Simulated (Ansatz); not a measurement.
`[CH3][GeH]([F])[SiH3]` and `[CH3][GeH]([F])[Br]` differ in one atom or group.

Ansatz, PBE0-D4/def2-TZVP geometries, multiplicity 1. 

Scalar relativity is left out up to krypton.

```
                                      property  `[CH3][GeH]([F])[SiH3]`
         HOMO–LUMO gap (B3LYP/def2-TZVPP) / eV                     7.44
         LUMO energy (ωB97M-V/def2-TZVPP) / eV                     1.55
zero-point energy (PBE0-D4/def2-TZVP) / kJ/mol                    187.8
       HOMO–LUMO gap (ωB97M-V/def2-TZVPP) / eV                    11.73
         HOMO energy (ωB97M-V/def2-TZVPP) / eV                   -10.18
            HOMO energy (PBE0/def2-TZVPP) / eV                    -8.13
```

(1) Give the same properties after the change, and the shifts. (Estimate.)

Answers

(1) Ansatz gave: 
```json
{"property": "HOMO–LUMO gap (B3LYP/def2-TZVPP) / eV", "`[CH3][GeH]([F])[Br]`": "7.58", "shift": "0.14"}
{"property": "LUMO energy (ωB97M-V/def2-TZVPP) / eV", "`[CH3][GeH]([F])[Br]`": "1.68", "shift": "0.13"}
{"property": "zero-point energy (PBE0-D4/def2-TZVP) / kJ/mol", "`[CH3][GeH]([F])[Br]`": "126.0", "shift": "-61.8"}
{"property": "HOMO–LUMO gap (ωB97M-V/def2-TZVPP) / eV", "`[CH3][GeH]([F])[Br]`": "12.31", "shift": "0.58"}
{"property": "HOMO energy (ωB97M-V/def2-TZVPP) / eV", "`[CH3][GeH]([F])[Br]`": "-10.63", "shift": "-0.45"}
{"property": "HOMO energy (PBE0/def2-TZVPP) / eV", "`[CH3][GeH]([F])[Br]`": "-8.42", "shift": "-0.29"}
```

The zero-point energy changes by -61.8 kJ/mol with -9 modes.

B3LYP here is the variant with VWN-RPA as its local correlation; programs differ in this.

Spin–orbit coupling is left out; it splits and shifts lone-pair levels of the heavy atoms by tenths of an eV.
